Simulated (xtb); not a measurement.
C7H7O (SMILES COc1c[c]ccc1), doublet, at a GFN2-xTB geometry; xtb 6.7.1 with GFN2-xTB with GBSA(thf).

Input for xtb:
```
$ xtb mol.xyz --gfn 2 --uhf 1 --gbsa thf --json

# file mol.xyz
15

C     -2.71619382    -0.23922739    -0.19628036
O     -1.71539726     0.65853627     0.21840802
C     -0.41327180     0.28001990     0.10394132
C      0.53555447     1.22374249     0.53624467
C      1.84761222     0.89309559     0.44236858
C      2.33454345    -0.28859707    -0.04028834
C      1.38981155    -1.21596845    -0.46553379
C      0.03451983    -0.93768379    -0.39531439
H     -3.66172997     0.26925835    -0.01436561
H     -2.68795508    -1.16808676     0.38276678
H     -2.63033428    -0.47227146    -1.26267211
H      0.18687774     2.16797733     0.92332803
H      3.38939188    -0.50524518    -0.09496425
H      1.71856499    -2.16835611    -0.85676246
H     -0.66709266    -1.68385402    -0.73542069
```

Q: Write the output that xtb gives for this input, abridged.

A: 
```
   ID    Z sym.   atoms
    1    6 C      1, 3-8
    2    8 O      2
    3    1 H      9-15

           -------------------------------------------------
          |                Calculation Setup                |
           -------------------------------------------------

           -------------------------------------------------
          |                 G F N 2 - x T B                 |
           -------------------------------------------------

      * Solvation model:               GBSA
        Solvent                        thf
        Parameter file                 internal GFN2-xTB/GBSA
        Dielectric constant                7.6000E+00
        Reference state                gsolv [1 M gas/solution]
        Free energy shift                  3.3994E-03 Eh       2.1331E+00 kcal/mol
        Temperature                        2.9815E+02 K
        Density                            8.8300E-01 kg/L
        Solvent mass                       7.2106E+01 g/mol
        Interaction kernel             Still
        Born radius scaling (c1)           1.5128E+00
        Born radii integrator          GBOBC
        Born offset                        6.0704E-04 a0       1.1471E-03 AA
        H-bond correction              true
        Ion screening                  false
        Surface tension                    1.0000E-05 Eh       1.5569E+01 dyn/cm
        Grid points                               230 per atom

          ...................................................
          :                      SETUP                      :
          :.................................................:
          :  # basis functions                  39          :
          :  # atomic orbitals                  39          :
          :  # shells                           23          :
          :  # electrons                        41          :
          :  max. iterations                   250          :
          :  Hamiltonian                  GFN2-xTB          :
          :  restarted?                      false          :
          :  GBSA solvation                   true          :
          :  PC potential                    false          :
          :  electronic temp.          300.0000000     K    :
          :  accuracy                    1.0000000          :
          :  -> integral cutoff          0.2500000E+02      :
          :  -> integral neglect         0.1000000E-07      :
          :  -> SCF convergence          0.1000000E-05 Eh   :
[...]
         :: total energy             -22.514787850514 Eh    ::
[...]

Wiberg/Mayer (AO) data.
largest (>0.10) Wiberg bond orders for each atom

 ---------------------------------------------------------------------------
     #   Z sym  total        # sym  WBO       # sym  WBO       # sym  WBO
 ---------------------------------------------------------------------------
     1   6 C    3.941 --     2 O    0.979     9 H    0.978    11 H    0.976
                            10 H    0.976
     2   8 O    2.234 --     3 C    1.065     1 C    0.979
     3   6 C    3.932 --     8 C    1.381     4 C    1.293     2 O    1.065
                             6 C    0.102
     4   6 C    3.982 --     5 C    1.532     3 C    1.293    12 H    0.953
                             7 C    0.116
     5   6 C    3.283 --     4 C    1.532     6 C    1.470     8 C    0.101
     6   6 C    3.986 --     5 C    1.470     7 C    1.395    13 H    0.960
                             3 C    0.102
     7   6 C    3.986 --     8 C    1.441     6 C    1.395    14 H    0.961
                             4 C    0.116
     8   6 C    3.986 --     7 C    1.441     3 C    1.381    15 H    0.959
                             5 C    0.101
     9   1 H    0.994 --     1 C    0.978
    10   1 H    0.998 --     1 C    0.976
    11   1 H    0.998 --     1 C    0.976
    12   1 H    0.996 --     4 C    0.953
    13   1 H    0.997 --     6 C    0.960
    14   1 H    0.997 --     7 C    0.961
    15   1 H    0.998 --     8 C    0.959
 ---------------------------------------------------------------------------

Topologies differ in total number of bonds
Writing topology from bond orders to xtbtopo.mol

molecular dipole:
                 x           y           z       tot (Debye)
 q only:       -0.456      -0.526      -0.239
   full:       -0.605      -0.748      -0.337       2.591
molecular quadrupole (traceless):
                xx          xy          yy          xz          yz          zz
 q only:        3.636       0.989      -1.192       0.642       0.699      -2.444
  q+dip:        3.527      -0.468       0.117       0.081       1.919      -3.645
   full:        2.878       0.341      -0.689       0.333       0.793      -2.189

           -------------------------------------------------
          | TOTAL ENERGY              -22.514787850514 Eh   |
          | GRADIENT NORM               0.004368878596 Eh/α |
          | HOMO-LUMO GAP               2.683964385894 eV   |
           -------------------------------------------------

normal termination of xtb
```
